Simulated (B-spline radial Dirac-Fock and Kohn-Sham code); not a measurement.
## Elastic and transport cross sections of indium for electrons

Calculated with an atomic code on a B-spline grid, using relativistic (Dirac) partial waves in the static field of the Dirac-Fock atom with Furness-McCarthy exchange, without polarisation or absorption potentials. σ_tr1 and σ_tr2 weight the cross section with 1 − P₁ and 1 − P₂ of cos θ; "backward" is the share scattered beyond 90°.

```
energy (eV)  σ (a₀²)  σ_tr1 (a₀²)  σ_tr2 (a₀²)  σ/σ_tr1  backward (%)
       4700     3.98        0.261        0.412     15.3           2.1
       4760        ?            ?            ?        ?             ?
       5000     3.83        0.238        0.383     16.1           1.9
       5870     3.49        0.189        0.316     18.5           1.6
       7780     2.94        0.124        0.222     23.7           1.1
      10000     2.51       0.0848        0.160     29.6          0.81
      11300     2.32       0.0703        0.136     33.1          0.69
      12000     2.24       0.0641        0.125     34.9          0.63
      13400     2.08       0.0540        0.108     38.5          0.55
      20000     1.59       0.0288       0.0609     55.2          0.32
      23800     1.41       0.0218       0.0472     64.7          0.26
      27100     1.29       0.0177       0.0389     72.8          0.22
      30000     1.20       0.0151       0.0334     79.8          0.19
      30600     1.19       0.0146       0.0325     81.3          0.18
      32800     1.13       0.0130       0.0292     86.6          0.17
      35100     1.08       0.0117       0.0264     92.1          0.15
      46200    0.887      0.00748       0.0173      119          0.11
```

Question: Fill in the row for 4.76 keV.

Answer: σ = 3.95 a₀², σ_tr1 = 0.256 a₀², σ_tr2 = 0.406 a₀², σ/σ_tr1 = 15.4, backward 2.0 %. The ratio σ/σ_tr1 is roughly the number of elastic collisions that randomise the direction.
